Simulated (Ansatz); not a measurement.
Harmonic vibrations of C3H6FIn (`C=[C](F)[InH][CH3]`) by finite differences.

```yaml
crystal:
  periodic: [false, false, false]
  atoms:
    - {symbol: C, position_ang: [-0.922801, -0.151277, 2.389521]}
    - {symbol: C, position_ang: [-0.142459, -0.369361, 1.338571]}
    - {symbol: F, position_ang: [0.893304, -1.236570, 1.491666]}
    - {symbol: In, position_ang: [-0.367420, 0.534760, -0.611566]}
    - {symbol: C, position_ang: [1.009132, 0.000183, -2.166026]}
    - {symbol: H, position_ang: [-1.756184, 0.533797, 2.300999]}
    - {symbol: H, position_ang: [-0.754217, -0.640200, 3.344877]}
    - {symbol: H, position_ang: [-1.688179, 1.636022, -0.753664]}
    - {symbol: H, position_ang: [1.915919, -0.429833, -1.740911]}
    - {symbol: H, position_ang: [0.546104, -0.744517, -2.817833]}
    - {symbol: H, position_ang: [1.266801, 0.866985, -2.775616]}
basis:
  gaussian: {orbitals: def2-TZVP}
hamiltonian: {xc: pbe0, dispersion: d4}
phonons: {temperatures: {t_min: 298.15, t_max: 900, t_step: 200}}
```

```sh
$ ansatz run in.yaml --threads 4 --pin off --events-out ev --progress --plain --max-ram 10444MiB
```

It prints (some lines left out):

```
Functional definition: PBE0
mean field -11093.94105611 eV, -407.6948140685 hartree, gradient 4.1e-5 eV, S^2 0.000000; 0 other end points of the search recorded, 0 dependent functions left out
mean field -11093.94087593 eV, -407.6948074474 hartree, gradient 1.1e-6 eV, S^2 0.000000; 0 other end points of the search recorded, 0 dependent functions left out
mean field -11093.94091314 eV, -407.6948088147 hartree, gradient 1.1e-6 eV, S^2 0.000000; 0 other end points of the search recorded, 0 dependent functions left out
mean field -11093.94095829 eV, -407.6948104738 hartree, gradient 1.1e-6 eV, S^2 0.000000; 0 other end points of the search recorded, 0 dependent functions left out
mean field -11093.94094677 eV, -407.6948100505 hartree, gradient 1.0e-6 eV, S^2 0.000000; 0 other end points of the search recorded, 0 dependent functions left out
mean field -11093.94086021 eV, -407.6948068697 hartree, gradient 1.1e-6 eV, S^2 0.000000; 0 other end points of the search recorded, 0 dependent functions left out
mean field -11093.94081789 eV, -407.6948053144 hartree, gradient 1.0e-6 eV, S^2 0.000000; 0 other end points of the search recorded, 0 dependent functions left out
mean field -11093.94094070 eV, -407.6948098276 hartree, gradient 1.0e-6 eV, S^2 0.000000; 0 other end points of the search recorded, 0 dependent functions left out
mean field -11093.94092218 eV, -407.6948091468 hartree, gradient 1.1e-6 eV, S^2 0.000000; 0 other end points of the search recorded, 0 dependent functions left out
mean field -11093.94096850 eV, -407.6948108492 hartree, gradient 1.1e-6 eV, S^2 0.000000; 0 other end points of the search recorded, 0 dependent functions left out
mean field -11093.94100377 eV, -407.6948121453 hartree, gradient 1.1e-6 eV, S^2 0.000000; 0 other end points of the search recorded, 0 dependent functions left out
mean field -11093.94090803 eV, -407.6948086268 hartree, gradient 1.0e-6 eV, S^2 0.000000; 0 other end points of the search recorded, 0 dependent functions left out
mean field -11093.94085876 eV, -407.6948068161 hartree, gradient 1.1e-6 eV, S^2 0.000000; 0 other end points of the search recorded, 0 dependent functions left out
mean field -11093.94099097 eV, -407.6948116749 hartree, gradient 1.1e-6 eV, S^2 0.000000; 0 other end points of the search recorded, 0 dependent functions left out
mean field -11093.94098192 eV, -407.6948113422 hartree, gradient 1.1e-6 eV, S^2 0.000000; 0 other end points of the search recorded, 0 dependent functions left out
mean field -11093.94100147 eV, -407.6948120607 hartree, gradient 1.1e-6 eV, S^2 0.000000; 0 other end points of the search recorded, 0 dependent functions left out
mean field -11093.94101469 eV, -407.6948125464 hartree, gradient 1.1e-6 eV, S^2 0.000000; 0 other end points of the search recorded, 0 dependent functions left out
mean field -11093.94105291 eV, -407.6948139511 hartree, gradient 1.1e-6 eV, S^2 0.000000; 0 other end points of the search recorded, 0 dependent functions left out
mean field -11093.94102639 eV, -407.6948129766 hartree, gradient 1.1e-6 eV, S^2 0.000000; 0 other end points of the search recorded, 0 dependent functions left out
mean field -11093.94100324 eV, -407.6948121259 hartree, gradient 1.1e-6 eV, S^2 0.000000; 0 other end points of the search recorded, 0 dependent functions left out
mean field -11093.94101495 eV, -407.6948125561 hartree, gradient 1.1e-6 eV, S^2 0.000000; 0 other end points of the search recorded, 0 dependent functions left out
mean field -11093.94103409 eV, -407.6948132596 hartree, gradient 1.1e-6 eV, S^2 0.000000; 0 other end points of the search recorded, 0 dependent functions left out
mean field -11093.94100858 eV, -407.6948123219 hartree, gradient 1.1e-6 eV, S^2 0.000000; 0 other end points of the search recorded, 0 dependent functions left out
mean field -11093.94097701 eV, -407.6948111620 hartree, gradient 1.1e-6 eV, S^2 0.000000; 0 other end points of the search recorded, 0 dependent functions left out
mean field -11093.94102718 eV, -407.6948130054 hartree, gradient 1.1e-6 eV, S^2 0.000000; 0 other end points of the search recorded, 0 dependent functions left out
mean field -11093.94094517 eV, -407.6948099917 hartree, gradient 1.1e-6 eV, S^2 0.000000; 0 other end points of the search recorded, 0 dependent functions left out
mean field -11093.94090707 eV, -407.6948085918 hartree, gradient 1.1e-6 eV, S^2 0.000000; 0 other end points of the search recorded, 0 dependent functions left out
mean field -11093.94090904 eV, -407.6948086639 hartree, gradient 1.1e-6 eV, S^2 0.000000; 0 other end points of the search recorded, 0 dependent functions left out
mean field -11093.94090682 eV, -407.6948085824 hartree, gradient 1.1e-6 eV, S^2 0.000000; 0 other end points of the search recorded, 0 dependent functions left out
mean field -11093.94090549 eV, -407.6948085336 hartree, gradient 1.1e-6 eV, S^2 0.000000; 0 other end points of the search recorded, 0 dependent functions left out
mean field -11093.94096376 eV, -407.6948106747 hartree, gradient 1.1e-6 eV, S^2 0.000000; 0 other end points of the search recorded, 0 dependent functions left out
mean field -11093.94098525 eV, -407.6948114646 hartree, gradient 1.1e-6 eV, S^2 0.000000; 0 other end points of the search recorded, 0 dependent functions left out
mean field -11093.94098828 eV, -407.6948115760 hartree, gradient 1.1e-6 eV, S^2 0.000000; 0 other end points of the search recorded, 0 dependent functions left out
mean field -11093.94100709 eV, -407.6948122674 hartree, gradient 1.1e-6 eV, S^2 0.000000; 0 other end points of the search recorded, 0 dependent functions left out
mean field -11093.94100744 eV, -407.6948122803 hartree, gradient 1.1e-6 eV, S^2 0.000000; 0 other end points of the search recorded, 0 dependent functions left out
mean field -11093.94105023 eV, -407.6948138527 hartree, gradient 1.0e-6 eV, S^2 0.000000; 0 other end points of the search recorded, 0 dependent functions left out
mean field -11093.94103147 eV, -407.6948131633 hartree, gradient 1.1e-6 eV, S^2 0.000000; 0 other end points of the search recorded, 0 dependent functions left out
mean field -11093.94104433 eV, -407.6948136357 hartree, gradient 1.1e-6 eV, S^2 0.000000; 0 other end points of the search recorded, 0 dependent functions left out
mean field -11093.94104055 eV, -407.6948134971 hartree, gradient 1.1e-6 eV, S^2 0.000000; 0 other end points of the search recorded, 0 dependent functions left out
mean field -11093.94102460 eV, -407.6948129108 hartree, gradient 1.1e-6 eV, S^2 0.000000; 0 other end points of the search recorded, 0 dependent functions left out
mean field -11093.94103036 eV, -407.6948131223 hartree, gradient 1.1e-6 eV, S^2 0.000000; 0 other end points of the search recorded, 0 dependent functions left out
mean field -11093.94097349 eV, -407.6948110326 hartree, gradient 1.1e-6 eV, S^2 0.000000; 0 other end points of the search recorded, 0 dependent functions left out
mean field -11093.94096533 eV, -407.6948107326 hartree, gradient 1.0e-6 eV, S^2 0.000000; 0 other end points of the search recorded, 0 dependent functions left out
mean field -11093.94102024 eV, -407.6948127504 hartree, gradient 1.1e-6 eV, S^2 0.000000; 0 other end points of the search recorded, 0 dependent functions left out
mean field -11093.94104650 eV, -407.6948137156 hartree, gradient 1.1e-6 eV, S^2 0.000000; 0 other end points of the search recorded, 0 dependent functions left out
mean field -11093.94105109 eV, -407.6948138844 hartree, gradient 1.1e-6 eV, S^2 0.000000; 0 other end points of the search recorded, 0 dependent functions left out
mean field -11093.94102856 eV, -407.6948130561 hartree, gradient 1.1e-6 eV, S^2 0.000000; 0 other end points of the search recorded, 0 dependent functions left out
mean field -11093.94104771 eV, -407.6948137600 hartree, gradient 1.1e-6 eV, S^2 0.000000; 0 other end points of the search recorded, 0 dependent functions left out
mean field -11093.94105887 eV, -407.6948141700 hartree, gradient 1.1e-6 eV, S^2 0.000000; 0 other end points of the search recorded, 0 dependent functions left out
mean field -11093.94098188 eV, -407.6948113407 hartree, gradient 1.1e-6 eV, S^2 0.000000; 0 other end points of the search recorded, 0 dependent functions left out
mean field -11093.94097796 eV, -407.6948111968 hartree, gradient 1.1e-6 eV, S^2 0.000000; 0 other end points of the search recorded, 0 dependent functions left out
mean field -11093.94102784 eV, -407.6948130298 hartree, gradient 1.1e-6 eV, S^2 0.000000; 0 other end points of the search recorded, 0 dependent functions left out
mean field -11093.94102944 eV, -407.6948130887 hartree, gradient 1.1e-6 eV, S^2 0.000000; 0 other end points of the search recorded, 0 dependent functions left out
mean field -11093.94102012 eV, -407.6948127462 hartree, gradient 1.1e-6 eV, S^2 0.000000; 0 other end points of the search recorded, 0 dependent functions left out
mean field -11093.94104022 eV, -407.6948134848 hartree, gradient 1.1e-6 eV, S^2 0.000000; 0 other end points of the search recorded, 0 dependent functions left out
mean field -11093.94103000 eV, -407.6948131091 hartree, gradient 1.1e-6 eV, S^2 0.000000; 0 other end points of the search recorded, 0 dependent functions left out
mean field -11093.94102655 eV, -407.6948129823 hartree, gradient 1.1e-6 eV, S^2 0.000000; 0 other end points of the search recorded, 0 dependent functions left out
mean field -11093.94100099 eV, -407.6948120430 hartree, gradient 1.1e-6 eV, S^2 0.000000; 0 other end points of the search recorded, 0 dependent functions left out
mean field -11093.94100119 eV, -407.6948120503 hartree, gradient 1.1e-6 eV, S^2 0.000000; 0 other end points of the search recorded, 0 dependent functions left out
mean field -11093.94100766 eV, -407.6948122883 hartree, gradient 1.1e-6 eV, S^2 0.000000; 0 other end points of the search recorded, 0 dependent functions left out
mean field -11093.94101710 eV, -407.6948126351 hartree, gradient 1.1e-6 eV, S^2 0.000000; 0 other end points of the search recorded, 0 dependent functions left out
mean field -11093.94103978 eV, -407.6948134687 hartree, gradient 1.1e-6 eV, S^2 0.000000; 0 other end points of the search recorded, 0 dependent functions left out
mean field -11093.94103841 eV, -407.6948134183 hartree, gradient 1.1e-6 eV, S^2 0.000000; 0 other end points of the search recorded, 0 dependent functions left out
mean field -11093.94098195 eV, -407.6948113434 hartree, gradient 1.1e-6 eV, S^2 0.000000; 0 other end points of the search recorded, 0 dependent functions left out
mean field -11093.94098735 eV, -407.6948115417 hartree, gradient 1.1e-6 eV, S^2 0.000000; 0 other end points of the search recorded, 0 dependent functions left out
mean field -11093.94101798 eV, -407.6948126673 hartree, gradient 1.1e-6 eV, S^2 0.000000; 0 other end points of the search recorded, 0 dependent functions left out
mean field -11093.94101395 eV, -407.6948125192 hartree, gradient 1.1e-6 eV, S^2 0.000000; 0 other end points of the search recorded, 0 dependent functions left out
Total energy: -11094.11191015 eV, -407.7010928389 hartree
Atom 0 at    -0.922801    -0.151277     2.389521 Å, force    -0.004092     0.002653     0.000508 eV/Å
Atom 1 at    -0.142459    -0.369361     1.338571 Å, force     0.004747    -0.004605     0.000974 eV/Å
Atom 2 at     0.893304    -1.236570     1.491666 Å, force    -0.001314     0.001863    -0.000389 eV/Å
Atom 3 at    -0.367420     0.534760    -0.611566 Å, force    -0.001997     0.002130    -0.002858 eV/Å
Atom 4 at     1.009132     0.000183    -2.166026 Å, force     0.001975     0.000618     0.000730 eV/Å
Atom 5 at    -1.756184     0.533797     2.300999 Å, force     0.000520     0.000114     0.000989 eV/Å
Atom 6 at    -0.754217    -0.640200     3.344877 Å, force     0.001079    -0.000556    -0.000767 eV/Å
Atom 7 at    -1.688179     1.636022    -0.753664 Å, force     0.000209    -0.000820     0.000368 eV/Å
Atom 8 at     1.915919    -0.429833    -1.740911 Å, force    -0.000226    -0.000621    -0.001156 eV/Å
Atom 9 at     0.546104    -0.744517    -2.817833 Å, force    -0.000336    -0.000087    -0.000337 eV/Å
Atom 10 at     1.266801     0.866985    -2.775616 Å, force    -0.000563    -0.000687     0.001940 eV/Å
Dipole moment:    -0.105991     0.147765    -0.185346 e Å
Vibrations: 18.71 47.27 76.02 210.51 277.69 296.31 385.22 469.16 520.77 562.54 686.28 734.99 769.80 905.41 946.98 1174.30 1197.62 1387.71 1447.59 1450.94 1665.20 1808.57 3059.12 3143.37 3150.84 3165.00 3253.89 cm⁻¹, zero-point energy 2.034072 eV
```

Hardware: 4 threads of an Arm Neoverse V2 on a shared host. Wall time 3.2 min, peak host memory 0.58 GiB.
